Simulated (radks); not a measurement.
The numbers below are computed, except where a source is named.
Spherical quantum dot in the effective-mass picture: electrons in a hard-walled sphere of radius 2.37, with a point charge +1 (a donor) at the centre, all in effective atomic units (hartree* = m*/eps^2 hartree, bohr* = eps/m* bohr), one dielectric constant everywhere. Level of theory: non-relativistic Kohn-Sham, PBE, spin-polarised, spherical densities (a radial shooting solver with Libxc functionals). Levels are named by radial order and angular momentum (1s, 1p, 1d, 2s, ...), and open shells are averaged over m.

N = 15, configuration 1s2 1p6 1d(up 5, down 2). This is the lowest configuration that the search found. Occupied and some empty levels:

level    occupation  eigenvalue (hartree*)  <r> (bohr*)
1s up             1                 8.4960        1.328
1s down           1                 8.5570        1.312
1p up             3                 9.2168        1.529
1p down           3                 9.2965        1.524
1d up             5                 10.183        1.624
1d down           2                 10.269        1.622
2s up             0                 10.749        1.062
2s down           0                 10.774        1.070
1f up             0                 11.416        1.691
1f down           0                 11.506        1.691
2p up             0                 12.832        1.227
2p down           0                 12.874        1.227

Energy (hartree*): total 80.8453, kinetic 34.733, external -10.611, Hartree 66.013, exchange-correlation -9.2899.
